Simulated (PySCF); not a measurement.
# Computed properties of B(H)(F)(OH) (BFH2O), SMILES OBF

B(H)(F)(OH) (BFH2O), SMILES OBF. Geometry optimised at B3LYP-D3(BJ)/def2-TZVP. One conformer was computed; it need not be the lowest. All values are computed for the isolated molecule unless a solvent is named; none is compared with measurement here.

**Structure.** The optimised structure has Cs symmetry. All 9 harmonic modes at B3LYP-D3(BJ)/def2-TZVP (PySCF) are real, so it is a minimum. With heavy atoms numbered as in [BH:1]([F:3])[OH:4], the shortest bond between them is B1–F3 at 1.327 Å and the longest B1–O4 at 1.349 Å.

**Vibrations.** The strongest infrared lines (harmonic, unscaled, degenerate partners summed) lie at 1450 cm⁻¹ (350 km/mol, B 71 %, O 11 %, H 10 %, F 8 %), 1210 cm⁻¹ (164 km/mol, B 43 %, O 32 %, H 15 %, F 11 %), 2637 cm⁻¹ (131 km/mol, H 91 %, B 9 %). The softest mode is at 517 cm⁻¹ and the zero-point energy is 18.9 kcal/mol.

**Electronic structure.** M06-2X/def2-TZVPD (PySCF) places the frontier levels at -11.55 and -0.04 eV, a gap of 11.51 eV, and gives a dipole moment of 2.52 D and a mean polarisability of 20.2 bohr³.

**Excitations.** TDDFT-PBE0/def2-SVPD (PySCF) has S1 at 8.29 eV (150 nm, f = 0.024, weak); the most intense of the 10 singlets computed lies at 10.79 eV (f = 0.29). T1 (TDA) is at 7.42 eV. No vertical singlet excitation falls in the visible range (under 3.1 eV).

**NMR.** GIAO shifts at HF/pcSseg-2 (PySCF) (non-relativistic, atoms alike by connectivity averaged): ¹H from 4.3 to 4.9 ppm against TMS; ¹⁹F at -65.7 ppm against CFCl3; ¹¹B at 15.4 ppm against BF3.
